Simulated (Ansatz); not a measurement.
One geometry of TaOF4, that is [TaOF4]- with one electron fewer, several levels of theory.

```yaml
crystal:
  periodic: [false, false, false]
  atoms:
    - {symbol: Ta, position_ang: [0.000117, -0.000193, 0.059930]}
    - {symbol: O, position_ang: [0.003062, -0.006742, 1.807435]}
    - {symbol: F, position_ang: [1.873858, 0.013370, -0.470018]}
    - {symbol: F, position_ang: [-0.012619, 1.876395, -0.459871]}
    - {symbol: F, position_ang: [-1.875425, -0.009946, -0.463699]}
    - {symbol: F, position_ang: [0.011007, -1.872885, -0.473786]}
basis:
  gaussian: {orbitals: def2-TZVPD, initial_orbitals: start.molden}
magnetization: {spin_polarized: true, initial_magnetization: 1}
hamiltonian: {xc: pbe, dispersion: d4}
scf: {omitted_lower_state_checks: [starts]}
output: {orbitals: {seedname: orbitals}}
```

The file start.molden holds the orbitals of an earlier run on this structure, at another level or in another basis.

```sh
$ ansatz run in.yaml --threads 4 --pin off --events-out ev --progress --plain --max-ram 3916MiB
```

Shortened log:

```
Functional definition: PBE
1338 factors; their error is unknown
mean field evaluation 1: about -14466.5818 eV, gradient 9.1e0 eV
mean field evaluation 2: about -14466.9638 eV, gradient 1.1e0 eV
mean field evaluation 4: about -14466.9754 eV, gradient 1.2e-1 eV
mean field evaluation 8: about -14466.9757 eV, gradient 3.3e-5 eV
mean field -14466.97565692 eV, -531.6515493235 hartree, gradient 4.5e-6 eV, S^2 0.755125; 0 other end points of the search recorded, 0 dependent functions left out
reference -14466.97572633 eV, -531.6515518742 hartree; 29, 28 occupied and 214, 215 virtual orbitals, 1338 factors
Total energy: -14467.08098446 eV, -531.6554200393 hartree
Checks for a lower state left out: starts
```

Hardware: 4 threads of Arm Neoverse V2 on a shared host. Wall time 11 s, peak host memory 0.73 GiB.

As the first input, with `hamiltonian: {xc: r2scan, dispersion: d4}` (abridged; 24 s):

```
Functional definition: r2SCAN
mean field -14473.73942222 eV, -531.9001131137 hartree, gradient 8.1e-6 eV, S^2 0.758281
Total energy: -14473.76471093 eV, -531.9010424566 hartree
Checks for a lower state left out: starts
```

The first input with `hamiltonian: {xc: pbe0, dispersion: d4}` (abridged; 16 s):

```
Functional definition: PBE0
mean field -14464.78860677 eV, -531.5711767131 hartree, gradient 4.6e-6 eV, S^2 0.756521
Total energy: -14464.87771618 eV, -531.5744514233 hartree
Checks for a lower state left out: starts
```

Geometry: r2SCAN-D4/def2-SVPD, that of the charge -1 singlet.

In the def2 sets Ta takes a core potential; there is no spin–orbit coupling.
